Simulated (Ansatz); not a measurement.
Basis-set extrapolation for `N#C[CH2][AlH2]` (PBE0-D4/def2-TZVP geometry, frozen core, Ansatz). Multiplicity 1, RHF reference.

```
                      def2-TZVPP   def2-QZVPP
                 HF  -374.471490  -374.484191
    MP2 correlation    -0.588250    -0.626996
CCSD(T) correlation    -0.642249      not run
```

Energies in hartree. Use E(X) = E(∞) + A·exp(−7.88·√X) for Hartree–Fock and E(X) = E(∞) + B·X^(−2.97) for correlation, with X = 3 and 4, and add CCSD(T) minus MP2 of the smaller set to the MP2 limit.

Task: What is the CCSD(T) energy at the basis-set limit?

Result: HF limit: -374.484191 + (-0.012701) × 0.13774 = -374.48594. MP2 limit: -0.626996 + (-0.038746) × 0.74074 = -0.65570. Higher-order term: -0.642249 − (-0.588250) = -0.05400. Total: -375.19564 hartree, 215.0 kJ/mol below CCSD(T)/def2-TZVPP.
